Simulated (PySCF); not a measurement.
Species: SnH2Me(NHMe), C2H9NSn.
Structure used (PBE0-D3(BJ)/def2-SVP), in Å, numbered top down from 1:
```xyz
13
C2H9NSn angstrom
Sn     0.6374    0.6489    0.3607
H      0.7497    0.5585    2.0716
H      2.2250    0.6062   -0.3246
C     -0.4366    2.3818   -0.3063
H      0.0281    3.2953    0.0900
H     -1.4755    2.3262    0.0469
H     -0.4327    2.4323   -1.4042
N     -0.4943   -0.9632   -0.1907
C     -0.0665   -2.3072    0.1153
H     -0.8600   -0.8875   -1.1360
H      0.7849   -2.6912   -0.4861
H      0.2384   -2.3758    1.1732
H     -0.8979   -3.0243   -0.0098
```

Level of theory: PySCF 2.14.0, PBE0-D3(BJ)/def2-SVP geometry optimisation, gas phase, def2 core potentials past Kr.

Which atoms are bound to Sn1, and at what distances?

4 atoms: H2 1.717 Å, H3 1.730 Å, N8 2.045 Å, C4 2.145 Å. The nearest atom not counted as bound is H10, at 2.62 Å.

List the angles at Sn1.

```json
{"angle": "H2–Sn1–C4", "degrees": "112.7", "distance of the outer atoms (Å)": "3.22"}
{"angle": "H3–Sn1–N8", "degrees": "112.4", "distance of the outer atoms (Å)": "3.14"}
{"angle": "H3–Sn1–C4", "degrees": "110.9", "distance of the outer atoms (Å)": "3.20"}
{"angle": "H2–Sn1–H3", "degrees": "109.5", "distance of the outer atoms (Å)": "2.81"}
{"angle": "C4–Sn1–N8", "degrees": "106.0", "distance of the outer atoms (Å)": "3.35"}
{"angle": "H2–Sn1–N8", "degrees": "105.3", "distance of the outer atoms (Å)": "3.00"}
```

What is the shape at Sn1?

Distorted tetrahedral: angles from 105.3° to 112.7°; τ4 = (360° − α − β)/141° = 0.96 with α and β the two widest (0 for a square, 1 for a tetrahedron). The Sn–H distances aren't all alike: 1.717 to 1.730 Å.

What are the other bond lengths?

C4–H5, C4–H6, C4–H7 1.099 Å; N8–C9 1.443 Å; N8–H10 1.016 Å; C9–H11, C9–H12, C9–H13 1.106 Å.

Give some angles away from the centre.

Sn1–N8–C9 120.9°.

What are the rotational constants (commonest isotopes, rigid rotor)?

A = 8996, B = 2242, C = 1897 MHz: a near-prolate asymmetric top.

Charge 0, singlet. No PBE0-D3(BJ)/def2-SVP frequencies stand behind this structure, so it isn't proved a minimum.

One conformer stands for the species.
